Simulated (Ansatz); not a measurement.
Basis-set extrapolation for C2H10N2Si, SMILES `CN(C)N[SiH3]` (PBE0-D4/def2-TZVP geometry, frozen core, the Gaussian-basis code of Ansatz). Multiplicity 1, RHF reference.

```tsv
	def2-TZVPP	def2-QZVPP
HF	-479.442995	-479.461761
MP2 correlation	-0.906793	-0.968117
CCSD(T) correlation	-0.999556	not run
```

Energies in hartree. Use E(X) = E(∞) + A·exp(−7.88·√X) for Hartree–Fock and E(X) = E(∞) + B·X^(−2.97) for correlation, with X = 3 and 4, and add CCSD(T) minus MP2 of the smaller set to the MP2 limit.

Question: What is the CCSD(T) energy at the basis-set limit?

Answer: HF limit: -479.461761 + (-0.018766) × 0.13774 = -479.46435. MP2 limit: -0.968117 + (-0.061324) × 0.74074 = -1.01354. Higher-order term: -0.999556 − (-0.906793) = -0.09276. Total: -480.57065 hartree, 336.3 kJ/mol below CCSD(T)/def2-TZVPP.
